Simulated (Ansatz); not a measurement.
Reaction (homolysis of the S–Si bond): `CSS[SiH2][SiH3]` → `CS[S]`• + `[SiH2][SiH3]`•

Isolated molecules relaxed with PBE0-D4/def2-TZVP in Ansatz; ΔE leaves out vibrations. CCSD(T)/CBS is the MP2 limit (def2-TZVPP, def2-QZVPP) plus CCSD(T) − MP2 in def2-TZVPP, frozen cores. DFT in def2-TZVPP. B3LYP here is the variant with VWN-RPA as its local correlation; programs differ in this. Open shells (•) are unrestricted, without spin–orbit coupling. One conformer a species, not always the lowest.

`CSS[SiH2][SiH3]`:

Cartesian coordinates in Å:
```
C 0.428 -0.991 2.514
S -0.574 -1.426 1.082
S 0.846 -1.591 -0.399
Si 0.806 0.463 -1.039
Si -1.255 0.993 -2.006
H -0.270 -0.895 3.349
H 1.149 -1.778 2.733
H 0.938 -0.041 2.361
H 1.115 1.341 0.123
H 1.904 0.598 -2.038
H -2.369 0.731 -1.060
H -1.441 0.165 -3.227
H -1.277 2.431 -2.393
```

`CS[S]`•:

Cartesian coordinates in Å:
```
C 0.101 -0.213 0.551
S -0.605 -0.437 -1.093
S -0.202 1.187 -2.082
H -0.113 -1.118 1.122
H 1.178 -0.068 0.470
H -0.358 0.650 1.032
```

`[SiH2][SiH3]`•:

Cartesian coordinates in Å:
```
Si -0.716 -1.180 -0.057
Si 0.705 0.653 0.095
H -1.791 -1.216 0.972
H -1.299 -1.399 -1.409
H 1.790 0.509 -0.911
H 0.004 1.945 -0.145
H 1.307 0.688 1.455
```

```csv
level,ΔE (eV),difference from CCSD(T)/CBS
PBE-D4,2.79,-0.25
r2SCAN-D4,2.70,-0.34
PBE0-D4,2.86,-0.18
B3LYP-D4,2.78,-0.26
ωB97X-V,2.99,-0.05
ωB97M-V,3.03,-0.01
B2PLYP,2.74,-0.30
PBE,2.64,-0.40
r2SCAN,2.65,-0.39
PBE0,2.72,-0.32
B3LYP,2.54,-0.50
HF/def2-TZVPP,2.06,-0.98
MP2/def2-TZVPP,3.10,0.06
SCS-MP2/def2-TZVPP,3.06,0.02
CCSD/def2-TZVPP,2.82,-0.22
CCSD(T)/def2-TZVPP,2.89,-0.15
HF/def2-QZVPP,2.04,-1.00
MP2/def2-QZVPP,3.18,0.14
SCS-MP2/def2-QZVPP,3.14,0.10
HF/CBS(def2),2.04,-1.00
MP2/CBS(def2),3.25,0.21
CCSD/CBS(def2),2.96,-0.08
CCSD(T)/CBS,3.04,0
```

Largest T1 diagnostic among the species: 0.022.

From PBE to PBE0 (25 % exact exchange), in def2-TZVPP and without D4, ΔE moves by +0.09 eV. The D4 term adds +0.24 eV with B3LYP and +0.14 eV with PBE0; it sums over pairs of atoms, weighted by their polarisabilities, and B3LYP, whose exchange is more repulsive, gets the larger term. In def2-TZVPP, CCSD(T) changes the Hartree–Fock value by +0.84 eV (the triples alone add +0.07 eV) and MP2 by +1.05 eV; breaking electron pairs costs correlation energy, which Hartree–Fock lacks.
